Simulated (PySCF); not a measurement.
# Ions at one geometry of BiO(OH)

PySCF 2.14.0, RKS PBE0, Bi def2-SVP with ECP60, O def2-SVP, H def2-SVP; non-relativistic Hamiltonian with scalar-relativistic core potentials where named; density fitting; no spin-orbit coupling; singlets restricted, open shells unrestricted. The geometry is relaxed for charge 0, singlet, vacuum:

```xyz
4

Bi   -0.1421    0.0043   -0.4007
O     1.3889   -0.0066    0.7513
O    -1.6755    0.0378    1.0285
H    -2.5478    0.0536    0.6115
```

Energies count from the relaxed state; an electron taken off or put on is at rest in vacuum. Charges and spins are Mulliken's.

```
                     state  energy (eV)  spin squared  charge on Bi1 (e)  spin on Bi1 (e)  dipole about the centre of mass (D)
 charge 0, singlet, vacuum         0.00          0.00               0.91             0.00                                 5.76
charge +1, doublet, vacuum         9.13          0.77               1.40            -0.11                                 3.64
```

Task: What does the state charge -1, doublet, vacuum give?

Result: energy (eV) -0.73, spin squared 0.75, charge on Bi1 (e) 0.21, spin on Bi1 (e) 0.64, dipole about the centre of mass (D) 5.57.

With an electron taken off (doublet) the charges change, summed by element, by Bi +0.49 e, O +0.44 e, H +0.06 e. The vertical ionisation energy is 9.13 eV, against −ε(HOMO) = 7.25 eV of the relaxed state. The level lies 1.9 eV too high, as is usual for semilocal functionals and global hybrids, which keep a self-interaction error.

With an electron put on (doublet) the charges change, summed by element, by Bi -0.70 e, O -0.24 e, H -0.06 e. The vertical electron affinity is 0.73 eV, against −ε(LUMO) = 2.93 eV of the relaxed state. The basis has no diffuse functions, which an added electron needs. The added electron's level lies above zero.

Open shells may have lower solutions than those found.
